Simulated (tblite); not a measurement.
Species: C5H12ClFSi2.
SMILES with atom numbers: `[CH2:1]=[CH:2][CH2:3][SiH2:4][C@@:5]([F:6])([Cl:7])[CH2:8][SiH3:9]` (hydrogens: H10, H11 on C1; H12 on C2; H13, H14 on C3; H15, H16 on Si4; H17, H18 on C8; H19, H20, H21 on Si9)

Computed with GFN2-xTB (tblite), gas phase: L-BFGS steps from a force-field or distance-geometry start until the largest atomic force falls under 0.01 eV/Å.

The end geometry, which sets the zero of energy:
```
atom  x, y, z in Å
C1     -4.0269    0.2038    0.6589
C2     -3.0883    0.3172   -0.2623
C3     -1.6456    0.5453    0.0286
Si4    -0.6322   -1.0284   -0.3341
C5      1.1806   -0.7241    0.2698
F6      1.1653   -0.5970    1.6451
Cl7     2.0904   -2.2352   -0.0684
C8      1.9291    0.4470   -0.3192
Si9     3.7732    0.4936    0.1997
H10    -3.8003    0.2933    1.7086
H11    -5.0571    0.0228    0.4064
H12    -3.3383    0.2210   -1.3104
H13    -1.5218    0.8319    1.0746
H14    -1.2778    1.3683   -0.5883
H15    -0.5361   -1.3056   -1.7690
H16    -1.1307   -2.1738    0.4222
H17     1.4177    1.3539    0.0081
H18     1.8395    0.3973   -1.4040
H19     3.8987    0.0735    1.5908
H20     4.5401   -0.3716   -0.6939
H21     4.2117    1.8837    0.0457
```

Question: These geometries come from the run, each turned onto the end geometry. Order them by energy, lowest first.
A.
```
atom  x, y, z in Å
C1     -3.9014    0.4335    0.7308
C2     -3.0478    0.3090   -0.2697
C3     -1.5724    0.4716   -0.1270
Si4    -0.6408   -1.1783   -0.3500
C5      1.2242   -0.9068    0.1216
F6      1.3568   -1.1039    1.4854
Cl7     2.1669   -2.2243   -0.6357
C8      1.8362    0.4273   -0.2409
Si9     3.6507    0.6274    0.3402
H10    -3.5686    0.6828    1.7270
H11    -4.9613    0.2937    0.6032
H12    -3.3978    0.0543   -1.2624
H13    -1.3567    0.8664    0.8676
H14    -1.2106    1.1994   -0.8591
H15    -0.6240   -1.6150   -1.7452
H16    -1.1485   -2.2033    0.5584
H17     1.2336    1.2034    0.2392
H18     1.7364    0.5549   -1.3195
H19     3.7001    0.3184    1.7653
H20     4.5285   -0.2319   -0.4487
H21     3.9875    2.0385    0.1284
```
B.
```
atom  x, y, z in Å
C1     -3.9021    0.3294    0.7151
C2     -3.0385    0.1468   -0.2630
C3     -1.6141    0.5662   -0.2060
Si4    -0.6328   -1.0500   -0.3230
C5      1.2402   -0.7663    0.0428
F6      1.4888   -1.1733    1.3384
Cl7     2.1018   -1.9499   -1.0088
C8      1.8518    0.6034   -0.1190
Si9     3.7013    0.4964    0.3761
H10    -3.6124    0.8599    1.6044
H11    -4.9161   -0.0178    0.6602
H12    -3.3122   -0.4141   -1.1414
H13    -1.4308    1.1093    0.7218
H14    -1.3870    1.2429   -1.0324
H15    -0.7383   -1.6132   -1.6745
H16    -1.1130   -1.9760    0.7104
H17     1.3025    1.2917    0.5349
H18     1.6586    0.9407   -1.1336
H19     3.6820    0.2327    1.8117
H20     4.3304   -0.6079   -0.3375
H21     4.3313    1.7661    0.0322
```
C.
```
atom  x, y, z in Å
C1     -3.9630    0.3722    0.7370
C2     -3.1066    0.2025   -0.2540
C3     -1.6538    0.5426   -0.1995
Si4    -0.6473   -1.0773   -0.3162
C5      1.2531   -0.8536    0.0484
F6      1.4606   -1.2628    1.3538
Cl7     2.0993   -2.0671   -0.9665
C8      1.9038    0.4963   -0.1374
Si9     3.7444    0.5523    0.3915
H10    -3.6608    0.8035    1.6774
H11    -5.0010    0.0966    0.6522
H12    -3.4401   -0.2411   -1.1836
H13    -1.4342    1.1031    0.7109
H14    -1.4095    1.1885   -1.0472
H15    -0.7717   -1.5911   -1.6797
H16    -1.0896   -2.0425    0.6862
H17     1.3444    1.2184    0.4604
H18     1.7909    0.7899   -1.1792
H19     3.8339    0.3375    1.8332
H20     4.5196   -0.4481   -0.3331
H21     4.2186    1.8972    0.0540
```
D.
```
atom  x, y, z in Å
C1     -4.0053    0.3125    0.7066
C2     -3.0862    0.2738   -0.2402
C3     -1.6309    0.4946   -0.0117
Si4    -0.6169   -1.0764   -0.3883
C5      1.1858   -0.7715    0.2462
F6      1.1648   -0.7026    1.6255
Cl7     2.1282   -2.2473   -0.1521
C8      1.9045    0.4426   -0.2905
Si9     3.7422    0.5302    0.2385
H10    -3.7499    0.5268    1.7315
H11    -5.0468    0.1361    0.4999
H12    -3.3653    0.0545   -1.2623
H13    -1.4674    0.8156    1.0187
H14    -1.2869    1.2998   -0.6657
H15    -0.4877   -1.3032   -1.8301
H16    -1.1196   -2.2507    0.3206
H17     1.3641    1.3184    0.0726
H18     1.8194    0.4366   -1.3766
H19     3.8646    0.1328    1.6365
H20     4.5313   -0.3334   -0.6363
H21     4.1494    1.9276    0.0659
```
E.
```
atom  x, y, z in Å
C1     -3.9718    0.3469    0.7161
C2     -3.0638    0.2802   -0.2394
C3     -1.6048    0.4966   -0.0326
Si4    -0.6255   -1.0997   -0.3997
C5      1.1888   -0.8226    0.2175
F6      1.1735   -0.8019    1.5996
Cl7     2.1447   -2.2731   -0.2335
C8      1.8867    0.4214   -0.2777
Si9     3.7198    0.5638    0.2599
H10    -3.7118    0.5911    1.7325
H11    -5.0152    0.1733    0.5225
H12    -3.3568    0.0346   -1.2511
H13    -1.4291    0.8245    0.9941
H14    -1.2621    1.2973   -0.6938
H15    -0.5297   -1.3746   -1.8367
H16    -1.1536   -2.2413    0.3438
H17     1.3218    1.2698    0.1133
H18     1.8037    0.4483   -1.3638
H19     3.8443    0.1860    1.6633
H20     4.5565   -0.2757   -0.5932
H21     4.0756    1.9719    0.0678
```

Answer: D (0.004 eV), E (0.008 eV), A (0.034 eV), C (0.075 eV), B (0.181 eV).

In the order of the answer:

```tsv
step	E above end (eV)	largest force (eV/Å)	rms force component (eV/Å)	rms distance from end (Å)	rms bond change (Å)	bond most changed (Å)
103	0.004	0.02	0.007	0.105	0.001	C8–Si9 -0.002
83	0.008	0.05	0.014	0.151	0.001	C3–Si4 +0.002
47	0.034	0.15	0.036	0.309	0.003	Si4–C5 +0.008
27	0.075	0.07	0.025	0.420	0.003	Si4–C5 +0.013
6	0.181	0.24	0.082	0.460	0.005	C3–Si4 -0.012
```

What follows is the cost of the whole relaxation. On one thread of an Arm Neoverse N1, shared host, this took 2.9 s wall.
